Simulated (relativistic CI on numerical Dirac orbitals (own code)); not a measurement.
Electric-dipole transitions in Tc17+

These numbers are calculated, not measured: Dirac-Coulomb-Breit CI, KLI orbitals optimised for each configuration, model QED (radiative potential, 1s self-energy scaled to tabulated hydrogen-like ionisation energies), unscaled Slater integrals (own radial code, finite nucleus).

CI space (outside the closed core [Ne]): 3s²3p⁶3d⁸, 3s²3p⁵3d⁹, 3s²3p⁴3d¹⁰, 3s3p⁶3d⁹, 3p⁶3d¹⁰, 3s²3p⁶3d⁷4s, 3s²3p⁶3d⁷4p, 3s3p⁵3d¹⁰, 3s²3p⁶3d⁷4d, 3s²3p⁶3d⁶4s², 3s²3p⁶3d⁷4f, 3s²3p⁵3d⁸4s, 3s²3p⁶3d⁶4s4p, 3s²3p⁴3d⁹4s, 3s²3p⁶3d⁷5s, 3s²3p⁶3d⁶4p², 3s²3p⁵3d⁸4p, 3s²3p⁴3d⁹4p, 3s²3p⁶3d⁷5p, 3s²3p⁶3d⁶4s4d, 3s²3p⁶3d⁷5d, 3s²3p⁶3d⁶4p4d, 3s²3p⁴3d⁹4d, 3s3p⁵3d⁹4s, 3s²3p⁶3d⁷5f, 3s²3p⁵3d⁸4d, 3s²3p⁵3d⁷4s², 3s²3p⁶3d⁷5g, 3s3p⁶3d⁸4s, 3s²3p⁶3d⁷6s, 3s3p⁵3d⁹4p, 3s²3p⁶3d⁶4d², 3s²3p⁶3d⁷6p, 3s²3p⁵3d⁷4s4p, 3s²3p⁶3d⁷6d, 3s3p⁶3d⁸4p. Levels of other configurations are missing.

```
λ vac (nm)                   Lower                   Upper   A (s⁻¹)  E lower (eV)  E upper (eV)
    2.8821       3s²3p⁶3d⁸ ³F4 [1]  3s²3p⁶3d⁷4f ³I°5 [392]  2.94e+11         0.000       430.185
    2.8866       3s²3p⁶3d⁸ ³F4 [1]  3s²3p⁶3d⁷4f ³G°5 [387]  4.36e+11         0.000       429.522
    2.9041       3s²3p⁶3d⁸ ³F4 [1]  3s²3p⁶3d⁷4f ³F°4 [365]  3.44e+11         0.000       426.935
    3.8524       3s²3p⁶3d⁸ ³F3 [2]  3s²3p⁶3d⁷4p ³G°4 [116]  3.67e+11         3.441       325.274
    3.8538       3s²3p⁶3d⁸ ³F4 [1]   3s²3p⁶3d⁷4p ³G°5 [95]  3.41e+11         0.000       321.723
    3.8810       3s²3p⁶3d⁸ ³F4 [1]   3s²3p⁶3d⁷4p ³F°4 [85]  3.73e+11         0.000       319.461
    3.8968       3s²3p⁶3d⁸ ¹G4 [8]  3s²3p⁶3d⁷4p ¹G°4 [138]  7.64e+11        11.416       329.587
    6.4120       3s²3p⁶3d⁸ ¹G4 [8]     3s²3p⁵3d⁹ ¹F°3 [20]  8.77e+11        11.416       204.780
    6.4830       3s²3p⁶3d⁸ ³F3 [2]     3s²3p⁵3d⁹ ³P°2 [19]  2.46e+11         3.441       194.685
    6.7007       3s²3p⁶3d⁸ ³P1 [6]     3s²3p⁵3d⁹ ³P°2 [19]  1.58e+11         9.655       194.685
    6.8721       3s²3p⁶3d⁸ ³F4 [1]     3s²3p⁵3d⁹ ³D°3 [16]  3.13e+11         0.000       180.417
    6.9110       3s²3p⁶3d⁸ ³F2 [3]     3s²3p⁵3d⁹ ³D°1 [17]  4.19e+11         3.642       183.042
    7.0057       3s²3p⁶3d⁸ ³F3 [2]     3s²3p⁵3d⁹ ³D°3 [16]  1.26e+11         3.441       180.417
    7.1613       3s²3p⁶3d⁸ ³F3 [2]     3s²3p⁵3d⁹ ³D°2 [13]  2.86e+11         3.441       176.572
    7.2153       3s²3p⁶3d⁸ ³F4 [1]     3s²3p⁵3d⁹ ³F°3 [12]  2.12e+11         0.000       171.836
    7.2420     3s²3p⁵3d⁹ ³P°2 [19]    3s²3p⁴3d¹⁰ ³P1 [176]  5.38e+11       194.685       365.886
    7.2645     3s²3p⁵3d⁹ ¹F°3 [20]    3s²3p⁴3d¹⁰ ¹D2 [213]  9.44e+11       204.780       375.452
    7.2652       3s²3p⁶3d⁸ ³P2 [4]     3s²3p⁵3d⁹ ³P°1 [14]  1.88e+11         7.021       177.677
    7.3961     3s²3p⁵3d⁹ ³D°3 [16]    3s²3p⁴3d¹⁰ ³P2 [174]  5.39e+11       180.417       348.050
    7.5262       3s²3p⁶3d⁸ ³F4 [1]     3s²3p⁵3d⁹ ³F°4 [10]  1.43e+11         0.000       164.736
    7.5531       3s²3p⁶3d⁸ ³F2 [3]     3s²3p⁵3d⁹ ¹D°2 [11]  1.88e+11         3.642       167.792
    9.8372     3s²3p⁵3d⁹ ³F°4 [10]       3s3p⁶3d⁹ ³D3 [46]  1.05e+11       164.736       290.772
    21.108   3s²3p⁶3d⁷4p ⁵F°5 [65]   3s²3p⁶3d⁷4d ⁵G6 [180]  3.46e+10       310.172       368.909
    21.147   3s²3p⁶3d⁷4p ³H°5 [83]   3s²3p⁶3d⁷4d ³I6 [224]  4.35e+10       318.797       377.427
    21.306   3s²3p⁶3d⁷4p ³I°6 [97]   3s²3p⁶3d⁷4d ¹K7 [246]  5.00e+10       321.784       379.977
    22.582   3s²3p⁶3d⁷4p ⁵F°5 [72]   3s²3p⁶3d⁷4d ³H6 [184]  4.14e+10       315.386       370.291
    22.795   3s²3p⁶3d⁷4p ⁵G°6 [73]   3s²3p⁶3d⁷4d ⁵H7 [183]  5.21e+10       315.522       369.912
    22.842   3s²3p⁶3d⁷4p ⁵G°5 [84]   3s²3p⁶3d⁷4d ⁵H6 [197]  4.15e+10       319.020       373.298
    22.853   3s²3p⁶3d⁷4p ³G°4 [90]   3s²3p⁶3d⁷4d ³H5 [210]  4.45e+10       320.759       375.013
    22.947  3s²3p⁶3d⁷4p ³H°6 [107]   3s²3p⁶3d⁷4d ³I7 [231]  4.63e+10       324.080       378.112
    22.978  3s²3p⁶3d⁷4p ³I°7 [124]   3s²3p⁶3d⁷4d ³K8 [254]  5.07e+10       326.688       380.646
    23.024  3s²3p⁶3d⁷4p ¹I°6 [144]   3s²3p⁶3d⁷4d ¹K7 [286]  5.04e+10       330.279       384.129
    30.922    3s²3p⁶3d⁷4s ³H6 [39]  3s²3p⁶3d⁷4p ³H°6 [133]  1.18e+10       288.733       328.830
    31.129    3s²3p⁶3d⁷4s ³H5 [43]  3s²3p⁶3d⁷4p ³H°5 [135]  1.30e+10       289.370       329.199
    31.682    3s²3p⁶3d⁷4s ⁵F5 [22]   3s²3p⁶3d⁷4p ⁵G°6 [73]  1.51e+10       276.389       315.522
    31.695    3s²3p⁶3d⁷4s ⁵P3 [31]  3s²3p⁶3d⁷4p ⁵D°4 [105]  1.29e+10       284.554       323.672
    32.095    3s²3p⁶3d⁷4s ³F4 [25]   3s²3p⁶3d⁷4p ⁵G°5 [84]  1.06e+10       280.390       319.020
    32.219    3s²3p⁶3d⁷4s ³G5 [33]  3s²3p⁶3d⁷4p ³H°6 [107]  1.36e+10       285.599       324.080
    32.316    3s²3p⁶3d⁷4s ¹G4 [40]  3s²3p⁶3d⁷4p ³H°5 [126]  1.32e+10       288.799       327.165
    32.410    3s²3p⁶3d⁷4s ³F3 [28]   3s²3p⁶3d⁷4p ³G°4 [90]  1.02e+10       282.504       320.759
    32.667    3s²3p⁶3d⁷4s ³H6 [39]  3s²3p⁶3d⁷4p ³I°7 [124]  1.40e+10       288.733       326.688
    32.843    3s²3p⁶3d⁷4s ¹H5 [51]  3s²3p⁶3d⁷4p ¹I°6 [144]  1.35e+10       292.528       330.279
    33.172    3s²3p⁶3d⁷4s ⁵F4 [23]   3s²3p⁶3d⁷4p ⁵F°5 [72]  8.04e+09       278.010       315.386
    36.700    3s²3p⁶3d⁷4s ⁵F5 [22]   3s²3p⁶3d⁷4p ⁵F°5 [65]  5.94e+09       276.389       310.172
    37.506    3s²3p⁶3d⁷4s ⁵F5 [22]   3s²3p⁶3d⁷4p ⁵D°4 [64]  6.86e+09       276.389       309.446
```

Terms are leading LS components. Brackets give the number of a level in order of energy, since labels repeat. The list gives strong lines, with weight on those to low levels, without lines whose two gauges differ by over a factor of 2.5, among the lowest 400 of 8589 levels, so that lines to higher ones, which can be the strongest, are missing. Levels whose partners in the same complex of configurations lie outside the list can be far off, and so can their lines. Rates are taken at the computed energies, electric ones in the length gauge.

At this charge energies of transitions that change n are usually good to better than 1 %, and those within a shell (Δn = 0) to a few per cent. Terms inside the open d or f shell come out 10 to 20 % too wide with unscaled integrals.

LS names give the leading component of a level, which can be under half, so a name can repeat, a term be missing and a line seem to break the LS rules.
